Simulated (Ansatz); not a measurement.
The Sn1–H3 bond of H5NSn (SMILES [NH2][SnH3]) is stretched (multiplicity 1, the rest rigid).
Geometry at rest (charge 0, multiplicity 1):
```csv
atom,x (Å),y (Å),z (Å)
Sn,-0.2822,0.0278,0.0238
N,1.7430,-0.1435,-0.2375
H,-0.9860,-1.0254,-1.1231
H,-0.6513,1.6659,-0.2925
H,-0.8107,-0.3950,1.6067
H,2.0810,-1.0886,-0.0975
H,2.2736,0.4597,0.3804
```

Cores are frozen in the correlated methods. Filled d and f shells under p-block atoms count as core.

Run with Ansatz (an electronic-structure program). Values without a source in brackets are computed. In def2 rows elements past Kr take small-core potentials, without spin–orbit coupling.

FIC-MRCISD+Q on CASSCF(2,2)/def2-TZVPP, total energies (hartree):

```
R (Å)       CASSCF       MRCISD  weight c² of the reference
-----  -----------  -----------  --------------------------
1.709  -270.728417  -271.053192                     0.89897
2.990  -270.640721  -270.956264                     0.89959
5.468  -270.614573  -270.927604                     0.90045
```

Task: Add the Davidson correction (E_MRCISD − E_CASSCF)(1 − c²)/c² and give the energies above the first point at the three levels.

Result: 
Corrections (hartree): -0.036500, -0.035221, -0.034607. Above the first point (kcal/mol):
- R = 2.990 Å: CASSCF 55.0, MRCISD 60.8, with the correction 61.6
- R = 5.468 Å: CASSCF 71.4, MRCISD 78.8, with the correction 80.0
